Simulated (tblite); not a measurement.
A geometry optimisation, step by step.

C3H4BrNSi.
Atom-mapped SMILES: `[H]/[N:1]=[CH:2]\[C:3]#[C:4][SiH2:5][Br:6]` (hydrogens: H7 on N1; H8 on C2; H9, H10 on Si5)

Computed with GFN2-xTB (tblite), gas phase: L-BFGS steps from a force-field or distance-geometry start until the largest atomic force falls under 0.01 eV/Å. 7 of its 44 geometries are shown.

Step 0: E = -466.2198 eV, largest atomic force 2.516 eV/Å
```
atom  x, y, z in Å  |  force x, y, z in eV/Å
N1     -2.967   -0.322    0.260   -0.131  -0.646  -0.653
C2     -2.073   -0.911   -0.434    0.713   1.359   1.285
C3     -0.734   -0.402   -0.228   -1.615  -1.546  -1.155
C4      0.366    0.042   -0.079    1.940   0.758   0.326
Si5     2.092    0.697    0.181   -0.396   0.590   0.462
Br6     3.470   -0.475   -1.100   -0.012  -0.018   0.004
H7     -2.576    0.437    0.829   -0.246  -0.174  -0.069
H8     -2.248   -1.749   -1.106   -0.119   0.351   0.278
H9      2.172    2.124   -0.222   -0.031  -0.533  -0.019
H10     2.507    0.564    1.596   -0.102  -0.140  -0.458
```

Step 7: E = -466.4253 eV, largest atomic force 0.305 eV/Å
```
atom  x, y, z in Å  |  force x, y, z in eV/Å
N1     -2.971   -0.336    0.241   -0.022   0.072   0.088
C2     -2.027   -0.875   -0.397   -0.017  -0.093  -0.121
C3     -0.675   -0.469   -0.309    0.230   0.164   0.115
C4      0.396    0.048   -0.070   -0.128  -0.113  -0.065
Si5     2.084    0.724    0.200    0.041   0.175   0.109
Br6     3.451   -0.460   -1.081    0.096  -0.065  -0.067
H7     -2.661    0.429    0.841   -0.157   0.042   0.059
H8     -2.260   -1.697   -1.062   -0.025  -0.090  -0.063
H9      2.167    2.107   -0.247   -0.016  -0.031  -0.046
H10     2.505    0.534    1.580   -0.002  -0.061  -0.008
```

Step 14: E = -466.4352 eV, largest atomic force 0.140 eV/Å
```
atom  x, y, z in Å  |  force x, y, z in eV/Å
N1     -2.986   -0.346    0.237    0.012   0.006   0.000
C2     -2.026   -0.867   -0.393   -0.003   0.009   0.011
C3     -0.672   -0.448   -0.291    0.048   0.040   0.026
C4      0.418    0.037   -0.080   -0.105  -0.016   0.001
Si5     2.098    0.738    0.208    0.045  -0.095  -0.093
Br6     3.474   -0.462   -1.083   -0.025   0.067   0.061
H7     -2.718    0.425    0.848   -0.063   0.019   0.029
H8     -2.255   -1.693   -1.059    0.073  -0.009  -0.023
H9      2.165    2.111   -0.273    0.014  -0.043   0.027
H10     2.511    0.507    1.584    0.005   0.023  -0.039
```

Step 22: E = -466.4427 eV, largest atomic force 0.069 eV/Å
```
atom  x, y, z in Å  |  force x, y, z in eV/Å
N1     -3.022   -0.363    0.228   -0.016  -0.012  -0.010
C2     -2.029   -0.848   -0.377   -0.012  -0.003   0.003
C3     -0.685   -0.410   -0.256    0.024   0.008   0.002
C4      0.426    0.036   -0.082   -0.029   0.014   0.018
Si5     2.113    0.720    0.190    0.057  -0.022  -0.031
Br6     3.521   -0.451   -1.081   -0.021   0.008   0.006
H7     -2.809    0.413    0.855   -0.010  -0.012  -0.008
H8     -2.202   -1.678   -1.057   -0.028  -0.009  -0.004
H9      2.173    2.092   -0.287    0.018   0.015   0.006
H10     2.523    0.493    1.565    0.017   0.014   0.018
```

Step 29: E = -466.4436 eV, largest atomic force 0.029 eV/Å
```
atom  x, y, z in Å  |  force x, y, z in eV/Å
N1     -3.030   -0.370    0.223    0.001  -0.003  -0.001
C2     -2.030   -0.848   -0.377   -0.004   0.006   0.002
C3     -0.685   -0.405   -0.251   -0.003  -0.004  -0.001
C4      0.424    0.046   -0.073   -0.023  -0.010  -0.002
Si5     2.120    0.717    0.187   -0.007  -0.002  -0.003
Br6     3.523   -0.454   -1.087   -0.024  -0.005   0.001
H7     -2.828    0.407    0.853   -0.001   0.000  -0.001
H8     -2.205   -1.678   -1.057    0.029   0.004  -0.002
H9      2.186    2.090   -0.285    0.014   0.022  -0.012
H10     2.534    0.499    1.563    0.019  -0.006   0.019
```

Step 36: E = -466.4447 eV, largest atomic force 0.030 eV/Å
```
atom  x, y, z in Å  |  force x, y, z in eV/Å
N1     -3.039   -0.380    0.216    0.024  -0.006  -0.012
C2     -2.031   -0.848   -0.377    0.029   0.004   0.001
C3     -0.689   -0.398   -0.243    0.001   0.017   0.014
C4      0.418    0.058   -0.059    0.002   0.014   0.007
Si5     2.120    0.723    0.192   -0.012  -0.008  -0.004
Br6     3.497   -0.465   -1.093   -0.006  -0.025  -0.016
H7     -2.849    0.397    0.848   -0.003  -0.007  -0.004
H8     -2.189   -1.679   -1.062    0.003   0.010   0.008
H9      2.213    2.093   -0.287   -0.023   0.004   0.003
H10     2.558    0.503    1.561   -0.016  -0.003   0.004
```

Step 43: E = -466.4463 eV, largest atomic force 0.007 eV/Å
```
atom  x, y, z in Å  |  force x, y, z in eV/Å
N1     -3.048   -0.401    0.198   -0.001  -0.003   0.004
C2     -2.018   -0.845   -0.376   -0.002   0.004  -0.005
C3     -0.688   -0.372   -0.218    0.000  -0.001   0.000
C4      0.414    0.093   -0.027    0.000   0.005   0.002
Si5     2.128    0.730    0.196    0.000   0.001   0.003
Br6     3.439   -0.505   -1.116    0.001   0.001   0.001
H7     -2.887    0.376    0.838    0.001   0.001  -0.002
H8     -2.146   -1.674   -1.068    0.000  -0.001   0.001
H9      2.233    2.097   -0.289   -0.002  -0.004  -0.002
H10     2.582    0.506    1.559    0.001  -0.002  -0.002
```

Question: Summarise the path.

Answer: The energy falls by 21.85 kJ/mol from step 0 to step 43; nine tenths of that is first reached at step 7. It rises by more than 0.2 meV at step 1. The largest force goes from 2.516 to 0.007 eV/Å. Among the bonds Si5–H9 changes most, from 1.485 to 1.454 Å; the atoms move by 0.134 Å rms after alignment.

Question: Follow the three bonds and two angles with the largest change from start to end.

Answer: 
| step | E above end (kJ/mol) | largest force (eV/Å) | Si5–H9 (Å) | C2–C3 (Å) | Si5–H10 (Å) | N1–C2–C3 (°) | N1–C2–H8 (°) |
| --- | --- | --- | --- | --- | --- | --- | --- |
| 0 | 21.85 | 2.516 | 1.485 | 1.448 | 1.481 | 114.1 | 125.4 |
| 2 | 10.57 | 1.098 | 1.463 | 1.415 | 1.463 | 118.5 | 122.5 |
| 4 | 4.65 | 0.792 | 1.445 | 1.425 | 1.448 | 122.0 | 120.5 |
| 6 | 2.79 | 0.337 | 1.449 | 1.416 | 1.450 | 123.9 | 118.8 |
| 7 | 2.03 | 0.305 | 1.456 | 1.415 | 1.455 | 124.2 | 118.3 |
| 9 | 1.55 | 0.090 | 1.455 | 1.419 | 1.455 | 123.9 | 118.2 |
| 11 | 1.41 | 0.083 | 1.452 | 1.421 | 1.453 | 123.9 | 118.1 |
| 13 | 1.20 | 0.177 | 1.454 | 1.421 | 1.454 | 124.3 | 117.7 |
| 15 | 0.95 | 0.095 | 1.458 | 1.421 | 1.458 | 124.8 | 117.3 |
| 17 | 0.72 | 0.124 | 1.459 | 1.420 | 1.458 | 125.2 | 117.4 |
| 19 | 0.46 | 0.129 | 1.453 | 1.420 | 1.453 | 125.6 | 117.8 |
| 21 | 0.37 | 0.058 | 1.452 | 1.419 | 1.452 | 125.8 | 118.0 |
| 22 | 0.35 | 0.069 | 1.454 | 1.419 | 1.453 | 126.0 | 117.9 |
| 24 | 0.31 | 0.033 | 1.456 | 1.419 | 1.456 | 126.2 | 117.9 |
| 26 | 0.28 | 0.046 | 1.455 | 1.421 | 1.455 | 126.2 | 117.7 |
| 28 | 0.26 | 0.028 | 1.453 | 1.421 | 1.454 | 126.2 | 117.5 |
| 30 | 0.24 | 0.037 | 1.453 | 1.421 | 1.453 | 126.2 | 117.3 |
| 32 | 0.21 | 0.045 | 1.455 | 1.420 | 1.455 | 126.3 | 117.2 |
| 34 | 0.18 | 0.044 | 1.455 | 1.421 | 1.455 | 126.4 | 117.4 |
| 36 | 0.16 | 0.030 | 1.454 | 1.422 | 1.454 | 126.4 | 117.6 |
| 37 | 0.14 | 0.045 | 1.454 | 1.422 | 1.454 | 126.4 | 117.6 |
| 39 | 0.07 | 0.082 | 1.452 | 1.423 | 1.452 | 126.4 | 117.7 |
| 41 | 0.00 | 0.023 | 1.454 | 1.421 | 1.454 | 126.6 | 117.6 |
| 43 | 0.00 | 0.007 | 1.454 | 1.421 | 1.454 | 126.7 | 117.5 |

The cost below is that of the whole relaxation. Hardware: an Arm Neoverse V1 with one thread, shared host with 32 logical CPUs at a one-minute load of 7.5. Cost: 0.24 s of wall time.
